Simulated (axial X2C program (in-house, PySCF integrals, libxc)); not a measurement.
**Which molecule gave these maps?**

PBE0 fields computed with an in-house all-electron X2C program for linear molecules (integrals from PySCF), two-component, near the equilibrium distance, one atom at z = 0.

The maps cover the half plane through the axis: z from -2.4 to 4.2 Å along the bond, ρ from 0.15 to 2.25 Å away from it.

log10 of the density in e/bohr³:

```
 ρ\z  -2.4  -1.8  -1.2  -0.6   0.0   0.6   1.2   1.8   2.4   3.0   3.6   4.2
0.15  -2.9  -2.3  -1.4  -0.1   1.7  -0.1  -1.2  -1.1   0.2  -1.9  -2.6  -2.8
0.45  -3.0  -2.3  -1.5  -0.4   0.2  -0.4  -1.4  -1.6  -0.9  -2.2  -2.6  -2.8
0.75  -3.0  -2.4  -1.7  -0.9  -0.5  -0.9  -1.5  -1.9  -2.0  -2.5  -2.7  -2.8
1.05  -3.1  -2.6  -2.0  -1.4  -1.2  -1.4  -1.8  -2.1  -2.4  -2.6  -2.7  -2.9
1.35  -3.3  -2.8  -2.3  -1.9  -1.7  -1.8  -2.0  -2.3  -2.5  -2.7  -2.8  -3.0
1.65  -3.4  -3.0  -2.6  -2.3  -2.1  -2.1  -2.3  -2.5  -2.7  -2.8  -2.9  -3.1
1.95  -3.6  -3.2  -2.8  -2.6  -2.5  -2.5  -2.5  -2.7  -2.8  -2.9  -3.0  -3.2
2.25  -3.8  -3.4  -3.1  -2.9  -2.8  -2.7  -2.8  -2.9  -3.0  -3.1  -3.2  -3.3
```

Electron localisation function (collinear form, no current term, damped to 0 at low density):

```
 ρ\z  -2.4  -1.8  -1.2  -0.6   0.0   0.6   1.2   1.8   2.4   3.0   3.6   4.2
0.15  0.14  0.20  0.27  0.73  0.66  0.71  0.38  0.31  1.00  0.07  0.55  0.97
0.45  0.14  0.20  0.26  0.64  0.58  0.62  0.40  0.04  0.97  0.02  0.70  0.97
0.75  0.13  0.19  0.24  0.41  0.59  0.40  0.42  0.05  0.02  0.02  0.85  0.96
1.05  0.11  0.18  0.21  0.24  0.26  0.26  0.43  0.30  0.03  0.22  0.91  0.95
1.35  0.08  0.16  0.19  0.18  0.17  0.23  0.45  0.54  0.36  0.65  0.91  0.92
1.65  0.05  0.14  0.17  0.16  0.15  0.23  0.45  0.60  0.61  0.75  0.87  0.85
1.95  0.03  0.10  0.14  0.14  0.15  0.24  0.44  0.60  0.64  0.73  0.80  0.73
2.25  0.01  0.06  0.11  0.13  0.15  0.23  0.41  0.54  0.57  0.64  0.66  0.53
```

Axial spin density in 10⁻³ e/bohr³:

```
 ρ\z  -2.4  -1.8  -1.2  -0.6    0.0   0.6   1.2   1.8   2.4   3.0   3.6   4.2
0.15   0.0  -0.4  -2.3  28.8  250.1  27.4  -2.7  -0.8  -2.6  -1.8  -2.2  -1.6
0.45   0.0  -0.2  -1.4   8.4  103.1   7.8  -1.9  -0.5  -0.3  -1.9  -2.1  -1.5
0.75   0.0   0.0  -0.1   9.1   57.8   8.0  -0.7  -0.5  -0.8  -1.8  -1.8  -1.3
1.05   0.1   0.2   0.8   7.0   20.5   6.2   0.2  -0.4  -1.0  -1.5  -1.5  -1.1
1.35   0.1   0.2   0.9   4.1    7.9   3.6   0.5  -0.4  -0.9  -1.2  -1.2  -0.9
1.65   0.1   0.2   0.7   2.2    3.4   1.9   0.4  -0.3  -0.7  -0.9  -0.9  -0.7
1.95   0.1   0.2   0.5   1.1    1.5   1.0   0.2  -0.2  -0.5  -0.7  -0.7  -0.6
2.25   0.1   0.1   0.3   0.6    0.7   0.5   0.1  -0.2  -0.4  -0.5  -0.5  -0.4
```

Problem. Which molecule is it?
A. LiRh⁻
B. ScO⁺
C. CrO⁻
D. TcC⁻

Solution. A. LiRh⁻, with Rh at z = 0 and Li at z = 2.284 Å, state Ω = 5/2 (⟨Sz⟩ = 0.50, ⟨Lz⟩ = 2.00 at PBE0), basis Rh dyall-acv3z [13s13p9d5f3g], Li dyall-av3z [9s9p3d] (cores contracted in-house). The state is one determinant whose occupation by symmetry is held fixed; it was picked as the lowest of a PBE0 search that is not exhaustive. Density functionals use the spin component along the axis (collinear). Other states lie close and PBE0, whose exact exchange favours high spin, may order them wrongly; the determinant shown need not be the ground state. The nearest other 2c determinant of the search, Ω = 7/2, lies 0.21 eV up at the distance of the search. The functionals have no current-density term, which raises determinants with orbital currents, atoms included. The highest occupied level of some functionals is positive through self-interaction error; at Hartree–Fock it is bound. The determinant is spin-polarised beyond a pure state at some levels (its spin-free form has ⟨S²⟩ too high), which makes Re and μ there less reliable.
